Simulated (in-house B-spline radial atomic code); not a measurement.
A fraction x of an electron is removed from 4p in Mo VI (Mo5+), starting from [Kr] 4d1 and keeping the highest spin. Level of theory: scalar-relativistic (X2C) LC-wPBE, spin-polarised, spherical fractional occupations, Fermi nucleus of rms radius 4.4091 fm; calculated with a radial B-spline atomic code at the basis-set limit.

Caution: exact exchange at fractional occupations of open shells leaves self-interaction of up to several eV.

| x | E(x) - E(0) (eV) | 4p down level (eV) |
| --- | --- | --- |
| 0 | 0.0000 | -105.327 |
| 0.02 | 2.1093 | -105.600 |
| 0.22 | 23.5030 | -108.340 |
| 0.32 | 34.4059 | -109.717 |
| 0.43 | ? | ? |
| 0.5 | ? | ? |
| 0.53 | 57.7515 | -112.624 |
| 0.71 | 78.2491 | -115.130 |
| 0.8 | 88.6673 | -116.387 |
| 0.95 | 106.2832 | -118.490 |
| 1 | 112.2254 | -119.193 |

Question: What belongs in the row x = 0.43?

Answer: An energy change of 46.5585 eV; 4p down at -111.237 eV.

Question: What belongs in the row x = 0.5?

Answer: An energy change of 54.3790 eV; 4p down at -112.207 eV.

Question: Check Janak's theorem between x = 0.02 and 0.22.

Answer: The slope of the energy is 106.97 eV; the orbital levels give 106.97 eV (-ε of the emptying orbital, averaged over the two points).
